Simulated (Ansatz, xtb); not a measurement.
Ligand exchange: SiH(CH3)(OH)(SiH3) + BH(CH3)(SiH3) → SiH(CH3)(SiH3)2 + BH(CH3)(OH)

Species: SiH(CH3)(OH)(SiH3), singlet; BH(CH3)(SiH3), singlet; SiH(CH3)(SiH3)2, singlet; BH(CH3)(OH), singlet. The partners trade OH for SiH3: Si–OH and B–SiH3 bonds give way to Si–SiH3 and B–OH.

Shapes, held fixed at every level: PBE0-D4/def2-TZVP. Flexible molecules stand in one conformer, not always the lowest. Programs: Ansatz 0.2.0, xtb 6.7.1. The zero-point and thermal change to 298 K, harmonic and unscaled (PBE0-D4/def2-TZVP), is +6.5 kJ/mol.

Problem. Estimate ΔH(298 K) of this reaction.

Solution. The highest level, CCSD(T)/CBS estimate, gives ΔH(298 K) = -81.6 kJ/mol; the levels span -117.6 to -2.3. GFN2-xTB strays far from the other rows. The column of differences is taken from that level and isn't an error. No measured value is set beside it here. The CBS estimate extrapolates MP2 from def2-TZVPP and def2-QZVPP and adds CCSD(T) − MP2 in the triple-zeta set, cores frozen.

| level | kind | ΔH(298 K) (kJ/mol) | less CCSD(T)/CBS estimate |
| --- | --- | --- | --- |
| GFN2-xTB | semi-empirical | -2.3 | +79.3 |
| B3LYP-D4/def2-TZVPP | global hybrid | -84.4 | -2.8 |
| wB97M-V/def2-TZVPP | range-separated hybrid | -82.5 | -0.9 |
| B2PLYP/def2-TZVPP | double hybrid | -81.9 | -0.3 |
| CCSD(T)/def2-SVP | coupled cluster or CI | -117.6 | -36.0 |
| CCSD/def2-SVP | coupled cluster or CI | -114.1 | -32.5 |
| CCSD(T)/def2-TZVPP | coupled cluster or CI | -84.4 | -2.8 |
| CCSD/def2-TZVPP | coupled cluster or CI | -80.8 | +0.8 |
| CCSD(T)/CBS estimate | coupled cluster or CI | -81.6 | 0.0 |
